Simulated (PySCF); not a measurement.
**How the method changes the constants of BeH**

State: ²Σ⁺ (doublet), unpaired electrons σ ↑. Set-up: PySCF, no relativity, basis sets Be pcseg-1, H pcseg-1. De refers to Be + H in their ground configurations, without counterpoise correction. The functionals are run spin-unrestricted. A positive dipole means Be(−)H(+).

```csv
Level,Re (Å),ωe (cm⁻¹),De (eV),μ (D),"CPU s a point (SCF and correlation, without the integrals)"
UHF,1.340,2156,2.07,-0.31,0.018
UHF-MP2,1.338,2136,2.10,n/a,0.024
UHF-SCS-MP2,1.338,2131,2.09,n/a,n/a
UHF-CCSD,1.346,2064,1.80,n/a,n/a
UHF-CCSD(T),1.347,2060,1.81,n/a,0.14
PBE,1.361,2001,2.32,-0.27,0.12
r²SCAN,1.354,2042,2.52,-0.32,0.19
PBE0,1.352,2057,2.33,-0.27,0.18
B97-3,1.349,2064,2.29,-0.18,0.11
BHandHLYP,1.338,2121,2.39,-0.31,0.11
M06-2X,1.347,2062,2.18,-0.28,0.19
```

Which functional lies closest to UHF-CCSD(T) in De, which farthest, and by how much do they differ from it?

Closest is M06-2X (+0.0 pm in Re, +0.1 % in ωe, +0.37 eV in De against UHF-CCSD(T) in the same basis), farthest r²SCAN (+0.7 pm in Re, -0.9 % in ωe, +0.71 eV in De). CCSD(T) converges more slowly with the basis than the functionals do and binds too weakly in this one, so the order can change at the basis-set limit.

What does a quarter of exact exchange do here, going from PBE to PBE0?

PBE0 less PBE: -0.9 pm in Re, +2.8 % in ωe, +0.01 eV in De. Exact exchange removes part of the self-interaction that spreads semilocal densities, and in most molecules shortens and stiffens the bond and lowers De; so it does here.

What does the step from GGA to meta-GGA do here, going from PBE to r²SCAN?

r²SCAN less PBE: -0.7 pm in Re, +2.0 % in ωe, +0.20 eV in De. 

Correlated steps freeze no core orbitals. Correlated levels converge slowly with the basis: in double zeta they bind strong bonds too weakly, by up to about 1 eV, and carry superposition errors of some tenths. The state was picked by a PBE0 search and need not be the measured ground state.

The whole job (state search and all levels along the bond) took about 0.25 min on 1 thread of Arm Neoverse V1 (shared host), peak memory 0.27 GiB.
